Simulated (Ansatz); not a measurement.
`CBBC` + HCl → `CBCl` + `BC` at 700 K and 1 bar (cleavage of the B–B bond).

Program: Ansatz. Geometries: PBE0-D4/def2-TZVP. ΔE: electronic, gas phase. CCSD(T)/CBS is the MP2 limit (def2-TZVPP, def2-QZVPP) plus CCSD(T) − MP2 in def2-TZVPP, frozen cores. This one scheme is used for every species. One conformer a species, not always the lowest.

| species | CCSD(T)/CBS energy (Eh) | H − E (kJ/mol) | S (J/(mol·K)) |
| --- | --- | --- | --- |
| `CBBC` | -130.47910 | 331.3 | 445.8 |
| HCl | -460.38127 | 38.4 | 211.8 |
| `CBCl` | -525.07110 | 179.3 | 357.9 |
| `BC` | -65.83255 | 189.6 | 311.0 |

H − E and S are ideal-gas, rigid-rotor, harmonic terms from PBE0-D4/def2-TZVP, for one conformer and one mirror image of each species. 1 Eh = 2625.50 kJ/mol, R = 8.31446 J/(mol·K).

**Question.** By hand: ΔE, ΔH, ΔS and ΔG.

**Answer.** ΔE = (-525.07110) + (-65.83255) − (-130.47910) − (-460.38127) = -0.04328 Eh = -113.6 kJ/mol. Δ(H − E) = 179.3 + 189.6 − 331.3 − 38.4 = -0.8, so ΔH = -114.4 kJ/mol. ΔS = 357.9 + 311.0 − 445.8 − 211.8 = 11.3 J/(mol·K). ΔG = -114.4 − 700 × (11.3)/1000 = -122.3 kJ/mol.

**Question.** By hand: the equilibrium constant, and the temperature at which ΔG would vanish if ΔH and ΔS stayed fixed.

**Answer.** log₁₀ K = −ΔG/(RT ln 10) = 9.1. ΔH and −TΔS have one sign here, so there is no such temperature.

The number of gas molecules stays the same, so ΔS is small and ΔH decides. A doubt of 5 kJ/mol in ΔE shifts log₁₀ K by 0.4 here. Other conformers and mirror images would add mixing entropy, several J/(mol·K) or more a flexible species. Modes under 60 cm⁻¹, often nearly free rotors, make the harmonic entropy too high. These are equilibria of isolated gas molecules and say nothing of rates. Largest T1 diagnostic: 0.011 (customary marks: 0.02 for closed shells, 0.045 for open ones).

ΔS is within the doubt of such terms, so its sign, and with it that verdict, could turn.
